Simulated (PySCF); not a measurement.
**Spinor energies of Cu²⁺ (copper, charge +2)**

Start: [Ar] 3d9; 3d3/2 filled at m_j = -3/2, -1/2, +1/2, +3/2; 3d5/2 filled at m_j = -3/2, -1/2, +1/2, +3/2, +5/2. Calculated with PySCF 2.14 in x2c-TZVPPall-2c: generalised Hartree-Fock with the X2C-1e Hamiltonian and a Gaussian nucleus; one run each with spin-orbit coupling (SO) switched off, then screened by Boettger's factors.

| spinor shell | electrons | ε, spin-free (eV) | ε, screened SO (eV) | weight of nominal j (screened SO) | rms radius, screened SO (bohr) |
| --- | --- | --- | --- | --- | --- |
| 1s1/2 | 2 | -9073.9 | -9073.8 | 1.000 | 0.0601 |
| 2s1/2 | 2 | -1160.4 | -1160.3 | 1.000 | 0.254 |
| 2p1/2 | 2 | -1000.9 | -1015.2 | 0.999 | 0.226 |
| 2p3/2 | 4 | -1000.9 | -993.86 | 1.000 | 0.229 |
| 3s1/2 | 2 | -166.76 | -166.75 | 1.000 | 0.763 |
| 3p1/2 | 2 | -117.74 | -120.76 | 0.948 | 0.803 |
| 3p3/2 | 4 | -117.74 | -116.24 | 0.974 | 0.814 |
| 3d3/2 | 4 | -39.760 | -40.399 | 0.816 | 1.02 |
| 3d5/2 | 5 | -39.760 | -39.255 | 0.853 | 1.04 |

| quantity | spin-free | screened SO |
| --- | --- | --- |
| E (hartree) | -1652.23369 | -1652.27852 |
| M_J | 5/2 | 5/2 |
| ⟨J²⟩ | 8.754 | 8.754 |
| ⟨L²⟩ | 6.003 | 6.005 |
| ⟨S²⟩ | 0.751 | 0.752 |

Each row is a mean over spinors that exchange with the open shell spreads, by up to 7.436 eV (3p3/2).

Rows whose weight is well below 1 are mixtures of j = l ± 1/2: exchange outweighs spin-orbit coupling there, and the label is only the starting occupation.

Without spin-orbit coupling the j labels of p, d and f shells carry no meaning; the spin-free column gives the mean over the occupied spinors of each nl shell.
